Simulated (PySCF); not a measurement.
BH3O3. Atoms are numbered in the order given.

```xyz
7

O     -0.6333     1.2342     0.0000
B     -0.0315     0.0090     0.0000
O      1.3487    -0.0424     0.0000
O     -0.8635    -1.0821     0.0000
H      0.0260     1.9416     0.0000
H      1.7273    -0.9305     0.0000
H     -0.4104    -1.9336     0.0000
```

Coordinates come from a TPSSh-D3(BJ)/def2-SVP optimisation. The values are those of a single conformer.

Method: PySCF with PBE/pcSseg-2.

GIAO shieldings, no solvent; atoms listed in one row are averaged. δ = σ(ref) − σ: ¹⁷O against H2O (σ = 327.5 ppm); ¹¹B against BF3 (σ = 83.1 ppm); ¹H against TMS (σ = 31.47 ppm), references at their B3LYP-D3(BJ)/def2-TZVP geometries, non-relativistic.

Computed chemical shifts:
```tsv
nucleus	atoms	count	δ (ppm)
¹⁷O	O3	1	92.0
¹⁷O	O4	1	89.4
¹⁷O	O1	1	85.0
¹¹B	B2	1	8.1
¹H	H5	1	3.03
¹H	H6	1	2.42
¹H	H7	1	2.25
```
